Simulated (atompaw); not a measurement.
# Before and after: PAW (atompaw) potential for lithium

lithium (Li), PAW, made with atompaw 4.2.0.5 (PBE, scalar-relativistic). Core none, reference 1s2 2s0 2p1. Waves: 1s (bound); 2s (bound, empty); 2p (bound); 2p channel at 0.5 Ry. Local part: troulliermartins scheme with l = 2 at 1 Ry, radius 3.00 bohr. Core correction: none. Augmentation charge: sinc compensation charge, radius 2.90 bohr; PAW radius 3.00 bohr; waves and projectors: bloechl.

Change: all radii scaled by about 0.87 (s 0.48, p 2.60 bohr); local potential troulliermartins scheme with l = 2 at 1 Ry, radius 2.60 bohr; augmentation sinc compensation charge, radius 2.52 bohr; PAW radius 2.60 bohr; waves and projectors: bloechl.

Cutoffs: the cutoffs (Ry, on a coarse ladder) from which the occupation-weighted sum of valence levels, in a spherical-Bessel basis at the reference potential, stays within 10 and 1 mRy of its value at 400 Ry; they do not see the model core or the augmentation charge, which bear on the density cutoff.

Question: What does the change do?

Answer: The potential gets harder (10 Ry and 15 Ry → 15 Ry and 18 Ry); neither file shows a bound ghost. A smaller radius makes the pseudo-wave follow the all-electron one further in, where it bends more sharply, so more plane waves are needed.

```csv
quantity,base,changed
"cutoff, loose",10 Ry,15 Ry
"cutoff, tight",15 Ry,18 Ry
loose cutoff by channel (10 mRy a level),"s 8 Ry, p 6 Ry","s 12 Ry, p 6 Ry"
bound ghosts,none,none
lowest overlap eigenvalue by channel,"s 1.00, p 0.05","s 0.97, p 0.03"
```

 The cutoffs see the waves, projectors and local potential, not the compensation charge or the core.
